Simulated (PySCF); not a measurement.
Choosing a molecule for a target property.

Each SMILES stands for a single optimised conformer of the isolated species, non-relativistic unless stated; the electronic structure was computed with PySCF and density fitting.

Dipoles, sizes and rotational constants follow the conformer. The torsions of the flexible species, by atom-mapped SMILES:
- `[CH3:1][C@@H:2]([SiH3:3])[C@:4]([CH3:5])([CH:6]=[O:7])[S:8][SiH3:9]`: C1–C2–C4–C5 -61°, C2–C4–C6–O7 -18°, C2–C4–S8–Si9 46°
- `[NH2:1][SiH:2]([NH2:3])[CH2:4][n:5]1[cH:6][cH:7][cH:8][cH:9]1`: N1–Si2–C4–N5 57°, Si2–C4–N5–C6 81°, H–N1–Si2–N3 62°, H–N1–Si2–N3 -160°, H–N3–Si2–N1 68°, H–N3–Si2–N1 -69°

The conformers of `C=C(C)[Si@@H](O)SC[SiH2]C` and `ClC[SiH2][C@@H]1C=C[SiH2][SiH2]1` aren't listed.

Question: Wanted: HOMO energy between -7.3 eV and -7 eV (PBE0/pcSseg-1) and HOMO–LUMO gap below 6.9 eV (PBE0/pcSseg-1), at GFN2-xTB geometries. Which candidate meets both?
A. `N[SiH](N)Cn1cccc1`
B. `C[C@@H]([SiH3])[C@](C)(C=O)S[SiH3]`
C. `ClC[SiH2][C@@H]1C=C[SiH2][SiH2]1`
D. `C=C(C)[Si@@H](O)SC[SiH2]C`

Answer: B. Computed values:
| species | HOMO energy | HOMO–LUMO gap |
| --- | --- | --- |
| ClC[SiH2][C@@H]1C=C[SiH2][SiH2]1 | -7.37 eV | 6.83 eV |
| C[C@@H]([SiH3])[C@](C)(C=O)S[SiH3] | -7.19 eV | 6.30 eV |
| C=C(C)[Si@@H](O)SC[SiH2]C | -6.66 eV | 5.99 eV |
| N[SiH](N)Cn1cccc1 | -6.02 eV | 7.00 eV |
